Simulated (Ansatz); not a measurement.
Born–Oppenheimer molecular dynamics of CH8N2OSi (13 atoms, charge 0, multiplicity 1). It starts from a relaxed structure.

The calculation used Ansatz 0.2.0, RKS PBE0-D4/STO-3G.

- ensemble: NVT, Langevin thermostat
- time step: 0.5 fs
- steps asked: 300
- set temperature: 500 K
- friction: 0.01 /fs
- seed: 982060

First frame:

```xyz
13
Properties=species:S:1:pos:R:3
Si -0.020 -0.104 0.016
O 0.127 -0.144 1.717
C -1.168 -0.230 2.361
H -1.827 -1.006 1.918
H -1.004 -0.488 3.423
H -1.727 0.731 2.340
H 1.359 -0.091 -0.426
N -0.821 1.284 -0.693
H -1.793 1.410 -0.336
H -0.332 2.179 -0.478
N -1.025 -1.466 -0.467
H -0.501 -2.368 -0.456
H -1.349 -1.351 -1.452
```

(1) How far do the bonds stretch over the last three quarters of this one trajectory? (Pairs bonded in most of those frames.)

Results:

(1) 
| bond | mean (Å) | spread (Å) | shortest | longest |
| --- | --- | --- | --- | --- |
| Si1–O2 | 1.715 | 0.031 | 1.67 | 1.78 |
| Si1–H7 | 1.453 | 0.019 | 1.41 | 1.49 |
| Si1–N8 | 1.773 | 0.038 | 1.71 | 1.83 |
| Si1–N11 | 1.756 | 0.028 | 1.70 | 1.80 |
| O2–C3 | 1.452 | 0.026 | 1.38 | 1.50 |
| C3–H4 | 1.111 | 0.027 | 1.06 | 1.17 |
| C3–H5 | 1.110 | 0.035 | 1.04 | 1.19 |
| C3–H6 | 1.115 | 0.025 | 1.06 | 1.17 |
| N8–H9 | 1.046 | 0.021 | 1.00 | 1.10 |
| N8–H10 | 1.048 | 0.032 | 0.98 | 1.13 |
| N11–H12 | 1.045 | 0.023 | 1.00 | 1.09 |
| N11–H13 | 1.049 | 0.037 | 0.97 | 1.12 |

Mean temperature of the second half: 358 K. The mean temperature of the second half is 28 % below the set value. A run of 0.15 ps of so small a system gives no equilibrium averages. Limits of this set-up: minimal basis.

Time of the run: 11 min on 1 thread of Arm Neoverse V2 (shared host), peak memory 0.1 GiB.
